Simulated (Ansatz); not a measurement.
One change: `N[SiH2][SeH]` becomes `S[SiH2][SeH]`.

Ansatz, PBE0-D4/def2-TZVP geometries, multiplicity 1. Each molecule was computed in one conformer, which needn't be the lowest.

Scalar relativity is left out up to krypton.

| property | `N[SiH2][SeH]` |
| --- | --- |
| HOMO–LUMO gap (PBE0/def2-TZVPP) / eV | 7.07 |
| LUMO energy (ωB97M-V/def2-TZVPP) / eV | 1.80 |
| size of the dipole moment (B3LYP/def2-TZVPP) / D | 1.94 |
| ideal-gas entropy at 298 K and 1 bar (rigid rotor, harmonic PBE0-D4/def2-TZVP) / J/(mol·K) | 322 |
| LUMO energy (B3LYP/def2-TZVPP) / eV | -0.09 |
| LUMO energy (PBE0/def2-TZVPP) / eV | 0.19 |

(1) Give the same properties after the change, and the shifts. (An estimate is asked.)

## Answers

(1) Computed: 
| property | `S[SiH2][SeH]` | shift |
| --- | --- | --- |
| HOMO–LUMO gap (PBE0/def2-TZVPP) / eV | 6.88 | -0.19 |
| LUMO energy (ωB97M-V/def2-TZVPP) / eV | 1.54 | -0.26 |
| size of the dipole moment (B3LYP/def2-TZVPP) / D | 1.17 | -0.77 |
| ideal-gas entropy at 298 K and 1 bar (rigid rotor, harmonic PBE0-D4/def2-TZVP) / J/(mol·K) | 332 | 10 |
| LUMO energy (B3LYP/def2-TZVPP) / eV | -0.55 | -0.46 |
| LUMO energy (PBE0/def2-TZVPP) / eV | -0.31 | -0.50 |

With PBE0 the HOMO falls by 0.30 eV and the LUMO falls by 0.50 eV, so the gap narrows by about 0.20 eV. PBE moves the HOMO by -0.32 eV and ωB97M-V by -0.29 eV. The zero-point energy changes by -43.3 kJ/mol with -3 modes. Dipoles are sizes alone; their direction can turn.

B3LYP here is the variant with VWN-RPA as its local correlation; programs differ in this.

Spin–orbit coupling is left out; it splits and shifts lone-pair levels of the heavy atoms by tenths of an eV.
